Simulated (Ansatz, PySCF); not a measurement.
Species: BNH, net charge -1, singlet state. SMILES: B=[N-]
Coordinates optimised at B3LYP-D3(BJ)/def2-TZVP (Ansatz, an electronic-structure program):
```
B
N 1 1.2612
H 1 1.1843 2 180.00
```
Charge -1, spin multiplicity 1.

Unscaled harmonic wavenumbers (cm⁻¹) in rising order, each level at the stationary point that it reaches from this structure (no distance between atoms moves by over 0.3 Å); the order of modes can differ between levels, and a negative number is imaginary. B3LYP-D3(BJ)/def2-TZVP (PySCF, at the structure above): 679, 679, 1750, 2731.

HF/3-21G (Ansatz): 802, 802, 1886, 2899. Zero-point energy 9.1 against 8.3 kcal/mol; where all levels lie over 400 cm⁻¹, the wavenumbers are on average 1.126 times those of B3LYP-D3(BJ)/def2-TZVP.

HF/6-31G* (Ansatz): 778, 778, 1935, 2848. Zero-point energy 9.1 against 8.3 kcal/mol; where all levels lie over 400 cm⁻¹, the wavenumbers are on average 1.110 times those of B3LYP-D3(BJ)/def2-TZVP.

B3LYP/6-31G* (Ansatz): 700, 700, 1772, 2735. Zero-point energy 8.4 against 8.3 kcal/mol; where all levels lie over 400 cm⁻¹, the wavenumbers are on average 1.019 times those of B3LYP-D3(BJ)/def2-TZVP.
